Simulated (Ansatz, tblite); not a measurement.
Cost and result up the ladder for CrNF₃ (5 atoms). Total charge 0; singlet. Geometry: PBE0-D4/def2-SVP.

Cartesian coordinates in Å:
```
Cr -0.0027 0.0005 0.0143
N 0.2684 -0.0452 -1.4375
F 0.0042 -1.6038 0.5427
F -1.5143 0.7345 0.1856
F 1.2443 0.9141 0.6950
```

Ansatz on 4 threads of Arm Neoverse V2 on a shared host; xTB runs through tblite on one thread. Times are rough, summed over both states, and most runs start from the orbitals of an earlier one. No level here is sound enough to serve as a yardstick. The other state is a triplet.

The xTB rows come from tblite.

xTB has no spin-polarisation term.

```tsv
level	functions	wall time	vertical triplet (eV)	remarks
GFN2-xTB	25	0.005 s	2.25	–
GFN1-xTB	25	0.006 s	2.47	–
PBE-D4/def2-TZVP (with forces)	169	7.6 s	3.16	–
r2SCAN-D4/def2-TZVP	169	18 s	2.85	restricted SCF unstable in HF (singlet)
```
